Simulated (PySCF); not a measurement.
## `FC(F)(F)c1ccccc1Br`, C7H4BrF3

Molfile (atoms numbered from 1):
```
C7H4BrF3
     RDKit          3D

 15 15  0  0  0  0  0  0  0  0999 V2000
   -2.8330    0.2671    0.7722 F   0  0  0  0  0  0  0  0  0  0  0  0
   -2.1480   -0.3740   -0.1755 C   0  0  0  0  0  0  0  0  0  0  0  0
   -2.6233    0.0216   -1.3569 F   0  0  0  0  0  0  0  0  0  0  0  0
   -2.4305   -1.6752   -0.0549 F   0  0  0  0  0  0  0  0  0  0  0  0
   -0.6623   -0.1250   -0.0574 C   0  0  0  0  0  0  0  0  0  0  0  0
    0.1893   -1.2082    0.1696 C   0  0  0  0  0  0  0  0  0  0  0  0
    1.5640   -1.0304    0.2897 C   0  0  0  0  0  0  0  0  0  0  0  0
    2.1032    0.2481    0.1807 C   0  0  0  0  0  0  0  0  0  0  0  0
    1.2707    1.3407   -0.0456 C   0  0  0  0  0  0  0  0  0  0  0  0
   -0.1065    1.1586   -0.1633 C   0  0  0  0  0  0  0  0  0  0  0  0
   -1.1633    2.6904   -0.4648 Br  0  0  0  0  0  0  0  0  0  0  0  0
   -0.2447   -2.2051    0.2527 H   0  0  0  0  0  0  0  0  0  0  0  0
    2.2105   -1.8918    0.4680 H   0  0  0  0  0  0  0  0  0  0  0  0
    3.1805    0.4040    0.2719 H   0  0  0  0  0  0  0  0  0  0  0  0
    1.6836    2.3469   -0.1320 H   0  0  0  0  0  0  0  0  0  0  0  0
  1  2  1  0
  2  3  1  0
  2  4  1  0
  2  5  1  0
  5  6  2  0
  6  7  1  0
  7  8  2  0
  8  9  1  0
  9 10  2  0
 10 11  1  0
 10  5  1  0
  6 12  1  0
  7 13  1  0
  8 14  1  0
  9 15  1  0
M  END
```

Method used: PySCF 2.14.0, quadratic response CAM-B3LYP/aug-cc-pVDZ first hyperpolarisability, Taylor convention, gas phase. Geometry: PBE0-D3(BJ)/def2-SVP.

The calculation is non-relativistic, which matters for the atoms heavier than Zn.

(1) Give the tensor of the static β(0;0,0) in the axes of these coordinates.

Results:

(1) In au, Taylor convention; rows are the first index (the induced dipole):
|  | xx | yy | zz | xy | xz | yz |
| --- | --- | --- | --- | --- | --- | --- |
| x | -95.5 | -78.2 | -37.9 | +20.6 | -4.9 | +8.5 |
| y | +20.6 | +14.0 | -8.7 | -78.2 | +8.5 | -12.7 |
| z | -4.9 | -12.7 | -7.3 | +8.5 | -37.9 | -8.7 |

Norm of βᵢ = ⅓ Σⱼ (βᵢⱼⱼ + βⱼᵢⱼ + βⱼⱼᵢ): 214.6 au, hyper-Rayleigh value 82.4 au.
